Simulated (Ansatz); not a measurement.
The molecule NaLi+, multiplicity 2 (lowest of 2S+1 = 2, 4 at CCSD(T)/def2-TZVPP on PBE0 minima; our sources give no spin for the ground state, which may be another).

The constants come from a fifth-degree fit in 1/R (seven points, main isotopes). Runs in def2 and cc sets follow the lowest solution found near the PBE0 minimum.

Codes used: Ansatz (Gaussian orbitals). Each number belongs to the level named beside it.

Energies at PBE0/def2-TZVPP:

```csv
R (Å),E (hartree)
3.167354,-169.48413842
3.252498,-169.48459814
3.330831,-169.48482600
3.419380,-169.48488998
3.507930,-169.48477849
3.610103,-169.48446729
3.729304,-169.48390297
```

Problem. With a reduced mass of 5.3755 u, find the minimum, the force constant and the constants.

Solution. A fifth-degree polynomial in 1/R puts the minimum at r_e = 3.4051 Å with force constant 10.0 N/m. Then ω_e = (1/2πc)√(k/μ) = 178 cm⁻¹ and B_e = h/(8π²cμr_e²) = 0.2705 cm⁻¹; the cubic and quartic terms give α_e = 0.0028 and ω_e x_e = 1.2 cm⁻¹.

Ansatz is a quantum-chemistry and plane-wave program.
